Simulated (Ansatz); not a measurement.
Two isomers of BH7O2Si2: A = `OB([SiH3])O[SiH3]`, B = `O[SiH2]BO[SiH3]`.

Gas-phase electronic energies from Ansatz, PBE0-D4/def2-TZVP geometries. CCSD(T)/CBS adds triple-zeta CCSD(T) − MP2 to the extrapolated MP2 energy (def2 sets, frozen cores). Functionals use def2-TZVPP. Each species was taken in one conformer, which may not be the lowest.

A:

```xyz
12

O    -1.105    2.103    0.310
B    -0.496    0.901    0.152
Si   -1.229   -0.677    1.217
O     0.564    0.814   -0.704
Si    1.572   -0.399   -1.191
H    -0.695    2.790   -0.229
H    -0.174   -1.248    2.102
H    -1.667   -1.769    0.301
H    -2.385   -0.275    2.059
H     2.962   -0.019   -0.842
H     1.444   -0.550   -2.660
H     1.208   -1.671   -0.516
```

B:

Z-matrix (Å, degrees):
```
Si
B 1 2.034
O 1 1.658 2 113.1
H 1 1.487 2 111.8 3 118.5
H 1 1.498 2 108.4 3 -123.4
O 2 1.350 1 118.6 3 -167.6
H 2 1.212 1 123.0 3 13.4
H 3 0.957 1 117.2 2 -48.6
Si 6 1.661 2 132.5 1 -179.2
H 9 1.485 6 109.8 2 0.3
H 9 1.481 6 107.9 2 -120.3
H 9 1.482 6 107.8 2 120.8
```

Question: Which is lower in electronic energy at CCSD(T)/CBS, and by how much? (Estimate.)

Answer: The calculation gave: A, by 15.9 kcal/mol.

Question: Give E(B) − E(A) in kcal/mol with CCSD/def2-TZVPP, r2SCAN-D4, MP2/def2-TZVPP, PBE-D4, B2PLYP, HF/def2-TZVPP, ωB97M-V. (Estimate.)

Answer: Ansatz gave: CCSD/def2-TZVPP 16.2, r2SCAN-D4 17.7, MP2/def2-TZVPP 16.2, PBE-D4 18.5, B2PLYP 15.9, HF/def2-TZVPP 14.0, ωB97M-V 17.0. None reverses the order clearly.

Largest T1 diagnostic: 0.014.

The D4 term adds +1.1 kcal/mol with B3LYP and +0.6 kcal/mol with PBE0; it sums over pairs of atoms, weighted by their polarisabilities, and B3LYP, whose exchange is more repulsive, gets the larger term. In def2-TZVPP, CCSD(T) changes the Hartree–Fock value by +2.7 kcal/mol (the triples alone add +0.6 kcal/mol) and MP2 by +2.2 kcal/mol.

B3LYP here is the variant with VWN-RPA as its local correlation; programs differ in this.
